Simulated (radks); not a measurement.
Question: All-electron atom: the niobium ion Nb4+ in [Ar] 3d10 4s2 4p5 4d2 (not the ground configuration). All-electron calculation, scalar-relativistic Kohn-Sham, PBE, spin-polarised, spherical densities, finite nucleus; open shells are filled with parallel spins first (spin-orbit coupling, left out, can overturn this in heavy ions); Fermi nuclear charge, rms radius 4.324 fm. Program: a radial shooting solver on a logarithmic mesh with Libxc functionals. Some entries of the table are withheld. Estimate them.

| orbital | occ. | eigenvalue (eV) | <1/r> (bohr^-1) |
|---|---|---|---|
| 1s up | 1 | -18858.93 | 42.40 |
| 1s down | 1 | -18858.78 | 42.40 |
| 2s up | 1 | -2681.403 | 9.526 |
| 2s down | 1 | -2681.025 | 9.527 |
| 2p up | 3 | -2399.747 | 9.272 |
| 2p down | 3 | -2399.382 | 9.273 |
| 3s up | 1 | -488.9467 | 3.254 |
| 3s down | 1 | -488.6121 | 3.254 |
| 3p up | 3 | -396.8612 | 3.093 |
| 3p down | 3 | -396.4833 | 3.093 |
| 3d up | 5 | -246.3758 | (1) |
| 3d down | 5 | -245.8849 | (2) |
| 4s up | 1 | (3) | 1.199 |
| 4s down | 1 | (4) | 1.206 |
| 4p up | 3 | -81.7190 | 1.076 |
| 4p down | 2 | -78.6945 | 1.080 |
| 4d up | 2 | -45.8770 | 0.8295 |
| 4d down | 0 | -42.9708 | 0.8212 |

Answer: 
(1) 3d up <1/r> (bohr^-1): 2.857
(2) 3d down <1/r> (bohr^-1): 2.858
(3) 4s up eigenvalue (eV): -106.5328
(4) 4s down eigenvalue (eV): -103.6328
